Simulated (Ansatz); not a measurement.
Cartesian coordinates in Å:
```
C 0.0896 -0.2885 1.5392
Si 0.0394 -0.0142 -0.3053
N -1.3940 0.8700 -0.6167
N 1.2891 0.8832 -1.0437
S 0.2811 -1.9343 -1.2644
H -0.7573 -0.8903 1.8814
H 0.0575 0.6699 2.0642
H 1.0066 -0.8072 1.8256
H -1.6513 1.0720 -1.5703
H -2.2119 0.7027 -0.0532
H 2.1927 0.4836 -1.2291
H 1.3107 1.8869 -0.9775
H -0.2522 -2.6338 -0.2502
```

The species carries charge 0 and has multiplicity 1.

Question: List the ωB97M-V/def2-TZVPP orbital energies in eV (Ansatz). (An estimate is asked.)

Answer: Computed: Occupied: -2426.08, -1807.30, -393.88, -393.86, -280.78, -220.09, -163.20, -163.11, -163.03, -148.21, -102.36, -102.32, -102.30, -26.70, -25.97, -22.73, -21.94, -17.08, -16.31, -16.09, -14.18, -13.87, -13.49, -13.14, -12.39, -11.24, -10.05, -9.65, -9.12. Lowest empty: 2.03, 2.95, 3.14, 3.37, 3.95, 4.10, 4.22, 4.67.
